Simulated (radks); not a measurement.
C IV, 3 electrons, occupied as [He] 2s1.

All-electron calculation, scalar-relativistic Kohn-Sham, PBE, spin-polarised, spherical densities, finite nucleus; open shells are filled with parallel spins first; Fermi nuclear charge, rms radius 2.4702 fm. Program: a radial shooting solver on a logarithmic mesh with Libxc functionals.

Energy parts (eV):
part                     energy
total                  -945.489
kinetic                 944.829
electron-nucleus      -2037.096
Hartree                 254.286
exchange-correlation   -107.508

Orbitals (lengths in bohr, moments of r in powers of bohr):
orbital  occ.  eigenvalue (eV)    <r^4>
1s up       1        -332.1847  0.02531
1s down     1        -331.0873  0.02510
2s up       1         -57.7144    6.051
2p up       0         -49.5315    5.640

The highest occupied level is 2s up at -57.714 eV. The electron density at the nucleus is 129.9 e/bohr^3 (large components only). For comparison, the ionisation energy in NIST's Atomic Spectra Database is 64.494 eV (measured). In exact Kohn-Sham theory the highest level is minus the ionisation energy, but local and semilocal functionals leave it too shallow, through self-interaction and a potential that decays too fast; potentials with the right tail come closer. The density falls to 0.001 e/bohr^3 at r = 2.44 bohr. Spin moment in Bohr magnetons: 1. The spin density at the nucleus is 5.041 e/bohr^3 (1s 0.068, 2s 4.973). Summed over all electrons, <r^2> = 2.089 bohr^2, which gives a Langevin (diamagnetic) susceptibility term of -1.65 x 10^-6 cm^3/mol.
